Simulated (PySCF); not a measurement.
GaClBr2, SMILES [Br][Ga]([Br])[Cl].

The structure is a stationary point at PBE0-D3(BJ)/def2-SVP. The structure was generated by enumeration; whether it is a known compound was not checked.

Two levels are set side by side: TDA-PBE/def2-SVPD (PySCF) and TDA-ωB97X/def2-SVPD (PySCF). Vertical, same geometry. The lowest singlet is HOMO→LUMO 99 % with PBE and HOMO→LUMO 93 % with the other functional; states are paired by order. Differences are taken from unrounded values.

```csv
quantity,TDA-ωB97X
lowest singlet excitation (eV),5.79
lowest triplet excitation (TDA) (eV),5.35
first bright state (f over 0.05) (eV),6.96
its oscillator strength,0.18
```

**Question.** What does TDA-PBE give, and how far is it from TDA-ωB97X? (An estimate is asked for; the answer gives what the named calculation found.)

**Answer.** 
```json
[
 {"quantity": "lowest singlet excitation (eV)", "TDA-PBE": "4.51", "TDA-PBE minus TDA-ωB97X": "-1.27"},
 {"quantity": "lowest triplet excitation (TDA) (eV)", "TDA-PBE": "4.20", "TDA-PBE minus TDA-ωB97X": "-1.14"},
 {"quantity": "first bright state (f over 0.05) (eV)", "TDA-PBE": "5.72", "TDA-PBE minus TDA-ωB97X": "-1.24"},
 {"quantity": "its oscillator strength", "TDA-PBE": "0.09", "TDA-PBE minus TDA-ωB97X": "-0.09"}
]
```

A lower first singlet is the usual sign of a functional without exact exchange. Differences between two approximate levels are no errors against the true value.

Rough cost on one machine, each run with all the roots and properties that it gave: TDA-ωB97X against TDA-PBE about 4 times.
